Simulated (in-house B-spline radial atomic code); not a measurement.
Sn²⁺. Computed with a B-spline radial atomic code. Model: non-relativistic spherical atom: semilocal Troullier-Martins pseudo-atom, one channel per l, against all electrons, high spin, G0W0 and RPA with empty states to l = 8, local potential for every l without a channel, a model core (radius 0 = none) keeps its share of the functional.

Without relativity these are model numbers for so heavy an element.

What the tables leave out is listed at the end.

The pseudopotential gives back the lowest level of each angular momentum of its own functional in the configuration it was made in; a second state of the same l is only approximately right. Exact exchange, RPA and GW see the smooth pseudo-orbitals and miss the exchange with the core, for which the functional's share stands in. The column with an uncorrelated core keeps all orbitals and exact exchange, and so separates missing core correlation from pseudisation. Only the three outermost levels and the lowest empty one were computed. RPA here is direct RPA, with no exchange kernel, and its energies carry an (l + 1/2)⁻⁴ tail. A hybrid on a potential with a model core restores only its own semilocal share of the core's exchange.

Command:
```bash
python run_psgw.py task.json out
```
Settings (lengths in bohr, energies in hartree):
```
Z                      50
electrons              48
configuration          [Kr] 4d10 5s2
generated_in           [Kr] 4d10 5s2
functional             lda,vwn
core_shells            8
radius_factor          0.8
core_correction        False
ion_configuration      [Kr] 4d10 5s1
```

Run time, properties included: 40 s on 1 thread of Intel(R) Xeon(R) Platinum 8488C (Sapphire Rapids) (shared host).

Given: made with LDA VWN5; model core radius 0 bohr; local radius 0.878 bohr; mean-field start LDA VWN5.

Valence shells of the generating configuration: 4d, 5s.

Channel: s 1.611, p 1.867, d 0.703 (radii in bohr).

Computed: largest level miss in the spin-unpolarised generating configuration 0.001 eV; valence RPA correlation energy all-electron orbitals -0.72451 hartree; valence RPA correlation energy pseudo -1.2074 hartree; all-electron RPA polarisability, core included 13.675 bohr³; ionisation by mean-field all-electron 29.937 eV; ionisation by mean-field pseudo minus all -0.027 eV; ionisation by RPA all-electron 29.804 eV.

| level | occupied | mean-field all-electron (eV) | mean-field pseudo minus all (eV) | G0W0 all-electron (eV) | G0W0 uncorrelated core minus all (eV) | G0W0 pseudo minus all (eV) | exchange self-energy all-electron (eV) | exchange self-energy pseudo (eV) |
| --- | --- | --- | --- | --- | --- | --- | --- | --- |
| 5s | 1 | -25.473 | 0 | -29.791 | 0.041 | -0.612 | -15.188 | -13.422 |
| 5p (empty) | 0 | -18.085 | 0 | -14.544 | 0.032 | -0.411 | -5.1861 | -4.4454 |

Question: What is the ionisation by RPA pseudo minus all?

Answer: 0.815 eV.

Question: What is the pseudo-atom RPA polarisability?

Answer: 13.692 bohr³.

Given: mean-field start PBE0.

Computed: valence RPA correlation energy all-electron orbitals -0.68228 hartree; all-electron RPA polarisability, core included 12.783 bohr³; pseudo-atom RPA polarisability 12.584 bohr³; ionisation by mean-field all-electron 29.154 eV; ionisation by mean-field pseudo minus all 0.247 eV; ionisation by RPA pseudo minus all 0.839 eV.

| level | occupied | mean-field all-electron (eV) | mean-field pseudo minus all (eV) | G0W0 all-electron (eV) | G0W0 uncorrelated core minus all (eV) | G0W0 pseudo minus all (eV) | exchange self-energy all-electron (eV) | exchange self-energy pseudo (eV) |
| --- | --- | --- | --- | --- | --- | --- | --- | --- |
| 5s | 1 | -25.926 | -0.263 | -29.642 | 0.045 | -0.709 | -14.867 | -13.386 |
| 4d | 1 | -47.318 | 0.983 | -53.029 | -0.452 | 3.001 | -46.223 | -28.693 |
| 5p (empty) | 0 | -16.783 | -0.307 | -14.535 | 0.032 | -0.37 | -4.8021 | -4.3679 |

Question: What is the valence RPA correlation energy pseudo?

Answer: -1.1624 hartree.

Question: What is the ionisation by RPA all-electron?

Answer: 29.626 eV.

Given: mean-field start Hartree-Fock.

Computed: valence RPA correlation energy all-electron orbitals -0.5877 hartree; valence RPA correlation energy pseudo -1.0443 hartree; all-electron RPA polarisability, core included 10.749 bohr³; pseudo-atom RPA polarisability 10.361 bohr³; ionisation by mean-field all-electron 27.423 eV; ionisation by RPA pseudo minus all 0.903 eV.

```
     level  occupied  mean-field all-electron (eV)  mean-field pseudo minus all (eV)  G0W0 all-electron (eV)  G0W0 uncorrelated core minus all (eV)  G0W0 pseudo minus all (eV)  exchange self-energy all-electron (eV)  exchange self-energy pseudo (eV)
        5s         1                       -27.651                            -0.776                 -29.419                                   0.05                      -1.018                                 -14.192                           -13.253
5p (empty)         0                       -13.456                            -0.855                 -14.458                                  0.027                      -0.489                                 -3.9619                           -4.1356
```

Question: What is the ionisation by RPA all-electron?

Answer: 29.215 eV.

Question: What is the ionisation by mean-field pseudo minus all?

Answer: 0.763 eV.

Among the listed levels the largest G0W0 shift of the pseudo-atom is +3.00 eV, for 4d on the PBE0 start, while leaving the core uncorrelated moves that level by -0.45 eV. So pseudisation and the lost core exchange, not the missing core correlation, make the error. Not in the tables (levels of low weight, unsolved or above zero; the highest and the empty levels are kept at any weight): on LDA the G0W0 levels 4d (pseudo minus all +2.76 eV, weights 0.70 and 0.60); on Hartree-Fock the G0W0 levels 4d (pseudo minus all +2.91 eV, weights 0.29 and 0.92).
